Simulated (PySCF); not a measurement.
```xyz
4

Cl     1.7860    -0.8894    -0.1656
Al     0.0008     0.1455     0.1586
Cl    -1.7880    -0.9320     0.1192
H      0.0029     1.6834     0.4221
```

Charge 0, multiplicity 1.

Problem. Give the Mulliken and meta-Löwdin atomic charges from TPSSh-D3(BJ)/def2-TZVP in PySCF.

Solution. 
| atom | Mulliken (e) | meta-Löwdin (e) |
|---|---|---|
| Cl1 | -0.24 | -0.31 |
| Al2 | 0.56 | 0.77 |
| Cl3 | -0.24 | -0.31 |
| H4 | -0.07 | -0.14 |
